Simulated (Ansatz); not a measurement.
Cost and result for the atomization energy of C3HN3Sn (`N#[C][SnH]([C]#N)[C]#N`) (8 atoms, 7 bonds).

```json
{"atom": "N1", "x (Å)": "1.301", "y (Å)": "2.708", "z (Å)": "-0.685"}
{"atom": "C2", "x (Å)": "0.768", "y (Å)": "1.767", "z (Å)": "-0.290"}
{"atom": "Sn3", "x (Å)": "-0.211", "y (Å)": "0.093", "z (Å)": "0.476"}
{"atom": "C4", "x (Å)": "1.190", "y (Å)": "-1.449", "z (Å)": "0.530"}
{"atom": "N5", "x (Å)": "1.957", "y (Å)": "-2.305", "z (Å)": "0.593"}
{"atom": "C6", "x (Å)": "-1.652", "y (Å)": "-0.454", "z (Å)": "-0.929"}
{"atom": "N7", "x (Å)": "-2.470", "y (Å)": "-0.751", "z (Å)": "-1.682"}
{"atom": "H8", "x (Å)": "-0.883", "y (Å)": "0.391", "z (Å)": "1.988"}
```

Total charge 0; spin multiplicity 1. Correlated methods include outer-core shells of Sn, which these sets cover unevenly. Sn takes the def2 core potential. The structure was optimised at the PBE0-D4/def2-TZVP level. Program: Ansatz. All runs use 4 threads of an Arm Neoverse V2 on a shared host. Times are those of one run each, without the atoms' runs, and a repeat can differ threefold. Electronic energies, without spin–orbit coupling; frozen cores. CCSD(T)/CBS adds CCSD(T) − MP2 in def2-TZVPP to the MP2 limit, and its time is that of the two runs behind it. T1 = 0.015. With those shells the extrapolation isn't a true limit. B3LYP takes the VWN-RPA correlation (the form of Gaussian; ORCA's B3LYP/G). HSE06 is the plane-wave form, built on full-range PBE exchange.

CCSD(T)/CBS is a level of theory with its own doubt, some kJ/mol a heavy atom from the limit and from the frozen cores, so smaller differences don't rank the functionals.

| level | functions | wall time | atomization (kJ/mol) | difference from CCSD(T)/CBS | per bond |
| --- | --- | --- | --- | --- | --- |
| LDA (SPW92)/def2-TZVPP | 250 | 1.2 s | 4261.9 | 634.8 | 90.7 |
| BLYP-D4/def2-TZVPP | 250 | 2.2 s | 3706.9 | 79.8 | 11.4 |
| PBE0-D4/def2-TZVPP | 250 | 2.9 s | 3623.7 | -3.4 | -0.5 |
| HSE06-D4/def2-TZVPP | 250 | 3.1 s | 3626.8 | -0.3 | 0.0 |
| BHLYP-D4/def2-TZVPP | 250 | 3.3 s | 3380.1 | -247.0 | -35.3 |
| r2SCAN-D4/def2-TZVPP (with forces) | 250 | 4.5 s | 3576.0 | -51.1 | -7.3 |
| B3LYP-D4/def2-TZVPP (with forces) | 250 | 4.7 s | 3616.6 | -10.5 | -1.5 |
| B97M-V/def2-TZVPP | 250 | 7.5 s | 3621.2 | -5.9 | -0.8 |
| ωB97X-V/def2-TZVPP | 250 | 7.5 s | 3641.3 | 14.2 | 2.0 |
| CCSD(T)/def2-SVP | 115 | 11 s | 3374.1 | -253.0 | -36.1 |
| MP2/def2-QZVPP | 454 | 20 s | 3743.2 | 116.1 | 16.6 |
| CCSD(T)/def2-TZVPP | 250 | 4.8 min | 3499.9 | -127.2 | -18.2 |
| CCSD(T)/CBS(def2) | – | 5.1 min | 3627.1 | 0.0 | 0.0 |

From BLYP to BHLYP (50 % exact exchange), in def2-TZVPP and without D4, the atomization energy moves by −311.7 kJ/mol: exact exchange takes away binding that semilocal exchange gives to molecules. In def2-TZVPP, CCSD(T) changes the Hartree–Fock value by +1310.8 kJ/mol (the triples alone add +124.6 kJ/mol) and MP2 by +1478.6 kJ/mol; breaking electron pairs costs correlation energy, which Hartree–Fock lacks. Leaving LDA and LC-ωPBE aside and taking each functional with its dispersion term where it has one, the values, not all of them listed here, spread over 434.2 kJ/mol, from BHLYP-D4 to PBE-D4. LDA lies +468.8 kJ/mol from PBE without D4, its usual overbinding.

Spin–orbit coupling would lower the free Sn atoms strongly, and the atomization energy with them, by more than many differences here. For some Ge, Se and Sn compounds the MP2-based and the directly extrapolated limit differ by 10 to 25 kJ/mol.
